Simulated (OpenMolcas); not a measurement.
Ions of charge +3 along the 3d row on the Ge site of Cs2GeF6

```yaml
Program: OpenMolcas 26.06
Method: CASSCF
Spin-orbit_coupling: state interaction with AMFI integrals over the reference wave functions
```

The d shell is active. Each dopant is a cluster with its nearest anions in model potentials and point charges, with no relaxation and no local charge compensation. Distances were set from a Shannon-type radius of the metal (high-spin where two are listed) plus a fixed donor radius (F 1.31 Å), in hosts weighted 0.65 to 0.35 with the host's distance in the model lattice. Ligand basis ANO-RCC-VDZP, DKH2 Hamiltonian. States (labels of O, the rotations of Oh). Energies in cm-1 above the lowest state or level, χT in cm3 K/mol; under a threefold ground state the first gap can be a small split of the lowest multiplet, not the spin-orbit step; 10Dq and B are least-squares fits to the states below 45000 cm-1, weighted by degeneracy, with a free offset, and given where the rms deviation is under 5 % of |10Dq| (or 100 cm-1) and under 700 cm-1. Spin-only χT is S(S+1) / 2 for the spin of the ground state.

```json
{"Ion": "Ti3+", "Shell": "3d1", "R (Å)": "1.918", "Metal basis": "ANO-RCC-VTZP", "Ground state": "2T2", "First state of that spin": "2E 19372", "10Dq": "19372", "B (rms of fit)": "", "First gap with spin-orbit (degeneracies)": "216.4 (4, 2)", "χT at 300 K": "0.443", "First state of another spin": "", "Spin-only χT": "0.375"}
{"Ion": "V3+", "Shell": "3d2", "R (Å)": "1.899", "Metal basis": "ANO-RCC-VTZP", "Ground state": "3T1", "First state of that spin": "3T2 15698", "10Dq": "17391", "B (rms of fit)": "995 (29)", "First gap with spin-orbit (degeneracies)": "4.3 (2, 3)", "χT at 300 K": "0.892", "First state of another spin": "1T2 13849", "Spin-only χT": "1.000"}
{"Ion": "Cr3+", "Shell": "3d3", "R (Å)": "1.883", "Metal basis": "ANO-RCC-VTZP", "Ground state": "4A2", "First state of that spin": "4T2 16090", "10Dq": "15999", "B (rms of fit)": "1068 (49)", "First gap with spin-orbit (degeneracies)": "15984 (4, 2)", "χT at 300 K": "1.838", "First state of another spin": "2E 19483", "Spin-only χT": "1.875"}
{"Ion": "Mn3+", "Shell": "3d4", "R (Å)": "1.902", "Metal basis": "ANO-RCC-VTZP", "Ground state": "5E", "First state of that spin": "5T2 13940", "10Dq": "13801", "B (rms of fit)": "1123 (94)", "First gap with spin-orbit (degeneracies)": "9.7 (1, 3)", "χT at 300 K": "2.954", "First state of another spin": "3T1 11708", "Spin-only χT": "3.000"}
{"Ion": "Fe3+", "Shell": "3d5", "R (Å)": "1.902", "Metal basis": "ANO-RCC-VTZP", "Ground state": "6A1", "First state of that spin": "", "10Dq": "12410", "B (rms of fit)": "1215 (124)", "First gap with spin-orbit (degeneracies)": "25054 (6, 2)", "χT at 300 K": "4.385", "First state of another spin": "4T1 25168", "Spin-only χT": "4.375"}
{"Ion": "Co3+", "Shell": "3d6", "R (Å)": "1.879", "Metal basis": "ANO-RCC-VTZP", "Ground state": "5T2", "First state of that spin": "5E 11839", "10Dq": "12241", "B (rms of fit)": "1224 (179)", "First gap with spin-orbit (degeneracies)": "269.6 (3, 2)", "χT at 300 K": "4.152", "First state of another spin": "3T1 14063", "Spin-only χT": "3.000"}
{"Ion": "Ni3+", "Shell": "3d7", "R (Å)": "1.873", "Metal basis": "ANO-RCC-VTZP", "Ground state": "4T1", "First state of that spin": "4T2 9771", "10Dq": "11730", "B (rms of fit)": "1293 (325)", "First gap with spin-orbit (degeneracies)": "470.9 (2, 4)", "χT at 300 K": "3.346", "First state of another spin": "2E 12157", "Spin-only χT": "1.875"}
{"Ion": "Cu3+", "Shell": "3d8", "R (Å)": "1.834", "Metal basis": "ANO-RCC-VTZP", "Ground state": "3A2", "First state of that spin": "3T2 11890", "10Dq": "12095", "B (rms of fit)": "1334 (139)", "First gap with spin-orbit (degeneracies)": "11500 (3, 2)", "χT at 300 K": "1.281", "First state of another spin": "1E 18992", "Spin-only χT": "1.000"}
```

Among the 8 ions with a close fit, |10Dq| is smallest for Ni3+ (11730 cm-1) and largest for Ti3+ (19372 cm-1). The error differs from ion to ion, so this order need not be the real one.

B goes from 995 cm-1 (V3+) to 1334 cm-1 (Cu3+).

Every ion keeps the highest spin of its shell. χT departs most from the spin-only value for Ni3+, by +1.471 cm3 K/mol.

Ligand-to-metal charge-transfer states are missing. With metal d orbitals alone and no dynamic correlation 10Dq can be off by a tenth to a fifth, either way, in oxide and fluoride hosts. An orbital triplet at a regular site is open to Jahn-Teller coupling, which can distort the site and quench the lowest spin-orbit gaps and is left out (holds for Ti3+; V3+; Co3+; Ni3+). Without dynamic correlation the repulsion within the d shell is too large (B by tens of per cent), so at a given field states of lower spin stand too high (holds for V3+; Cr3+; Mn3+; Fe3+; Co3+; Ni3+; Cu3+). With no ligand orbital active B as a rule stays too high, so bands that hang on it stand too high and its fall with covalency is understated (holds for V3+; Cr3+; Mn3+; Fe3+; Co3+; Ni3+; Cu3+). An orbital doublet at a regular site is open to a Jahn-Teller distortion, which this geometry leaves out (holds for Mn3+). This shell can be high or low spin here, a state of another spin lies low, and with metal d orbitals alone active their balance is uncertain, so the ground spin may be wrong (holds for Mn3+; Co3+; Ni3+). No measured value stands beside these numbers; the geometry was set by hand and not optimised.
